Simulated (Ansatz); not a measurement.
Two isomers of C2H7NSi: A = `N/C=C/[SiH3]`, B = `CN(C)[SiH]`.

Computed with Ansatz on PBE0-D4/def2-TZVP structures; ΔE is electronic, products minus reactants. CBS: MP2 limit from def2 TZ/QZ plus the TZ coupled-cluster correction, frozen cores. DFT in def2-TZVPP. B3LYP here is the variant with VWN-RPA as its local correlation; programs differ in this. Each species was taken in one conformer, which may not be the lowest.

**Question.** Which isomer does CCSD(T)/CBS put lower? Give the gap. (An estimate is asked.)

**Answer.** Ansatz gave: A, by 27.3 kJ/mol.

**Question.** Give E(B) − E(A) in kJ/mol with B2PLYP, B3LYP-D4, CCSD(T)/def2-SVP, CCSD(T)/def2-TZVPP, r2SCAN-D4, MP2/def2-TZVPP, CCSD/def2-TZVPP. (Estimate.)

**Answer.** The calculation gave: B2PLYP 32.8, B3LYP-D4 30.7, CCSD(T)/def2-SVP 9.7, CCSD(T)/def2-TZVPP 21.9, r2SCAN-D4 44.4, MP2/def2-TZVPP 29.0, CCSD/def2-TZVPP 22.3. None reverses the order clearly.

**Question.** Does the order hold for the free energy at 298.15 K (harmonic terms from PBE0-D4)? (An estimate is asked.)

**Answer.** Ansatz gave: Yes: G(B) − G(A) = +44.0 kJ/mol, for one conformer each.

Largest T1 diagnostic: 0.015.

Leaving LDA and LC-ωPBE aside and taking each functional with its dispersion term where it has one, the values, not all of them listed here, spread over 19.4 kJ/mol, from ωB97M-V to r2SCAN-D4. LDA lies −8.9 kJ/mol from PBE without D4. The D4 term adds −5.1 kJ/mol with B3LYP and −2.6 kJ/mol with PBE0; it sums over pairs of atoms, weighted by their polarisabilities, and B3LYP, whose exchange is more repulsive, gets the larger term.
